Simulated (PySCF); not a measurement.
**Bonding in `CC[Si@@H]1OC[SiH2][C@@H]1C#N`**

Species: C₅H₁₁NOSi₂.
Numbering: `[CH3:1][CH2:2][Si@@H:3]1[O:4][CH2:5][SiH2:6][C@@H:7]1[C:8]#[N:9]` (hydrogens: H10, H11, H12 on C1; H13, H14 on C2; H15 on Si3; H16, H17 on C5; H18, H19 on Si6; H20 on C7)

Cartesian coordinates in Å at the GFN2-xTB level; atoms count from 1:
```xyz
20
C5H11NOSi2 angstrom
C      2.836   -0.518   -0.409
C      1.835   -0.226    0.701
Si     0.364    0.780    0.079
O     -0.560    1.175    1.356
C     -1.972    1.183    1.270
Si    -2.550   -0.047   -0.086
C     -0.893   -0.187   -1.038
C     -0.519   -1.539   -1.255
N     -0.213   -2.633   -1.408
H      2.376   -1.124   -1.185
H      3.192    0.405   -0.860
H      3.696   -1.061   -0.021
H      2.331    0.320    1.504
H      1.495   -1.171    1.129
H      0.749    1.983   -0.676
H     -2.295    2.205    1.048
H     -2.354    0.934    2.263
H     -2.955   -1.318    0.511
H     -3.600    0.556   -0.909
H     -0.968    0.293   -2.016
```

Bond orders from the PBE0/pcSseg-1 density (PySCF). The structure is a single GFN2-xTB conformer in the gas phase; no vibrational or solvent corrections.

Task: How far do the computed orders between heavy atoms stray from the drawn ones?

Result: The largest departure is 0.258, at C7–Si3 (drawn single, 0.742). Drawn single, order below 0.88: O4–C5 (0.865), Si6–C7 (0.809) and C7–Si3 (0.742).

Task: Give the Mayer order of every bond between heavy atoms, beside its length.

Result: 
```tsv
bond	drawn as	length (Å)	Mayer order
C1–C2	single	1.523	1.043
C2–Si3	single	1.888	0.943
Si3–O4	single	1.624	1.001
O4–C5	single	1.414	0.865
C5–Si6	single	1.920	0.909
Si6–C7	single	1.916	0.809
C7–C8	single	1.419	1.046
C8–N9	triple	1.147	3.019
C7–Si3	single	1.940	0.742
```

Bonds between the same two heavy elements. C–C: all 2 within 0.02 of one another (1.043 to 1.046). C–Si: lowest C7–Si3 (0.742, 1.940 Å), highest C2–Si3 (0.943, 1.888 Å); in 1 of the 6 pairs the longer bond (by over 0.003 Å) has the higher order (by 0.02 or more).

Task: And the bonds to hydrogen?

Result: C–H: 0.91 to 0.97 (8 bonds); H–Si: 0.92 to 0.96 (3 bonds).

Task: Sum the orders of all bonds at each heavy atom with more than one neighbour and set the sums beside the valence in the SMILES.

Result: C1 3.934 (drawn 4), C2 3.863 (drawn 4), Si3 3.605 (drawn 4), O4 1.866 (drawn 2), C5 3.671 (drawn 4), Si6 3.635 (drawn 4), C7 3.502 (drawn 4), C8 4.065 (drawn 4). Orders between atoms that aren't bonded are not in these sums.

For a closed shell the Mayer order of atoms A and B is Σ (PS)μν (PS)νμ over the basis functions μ on A and ν on B, with P the density and S the overlap matrix.
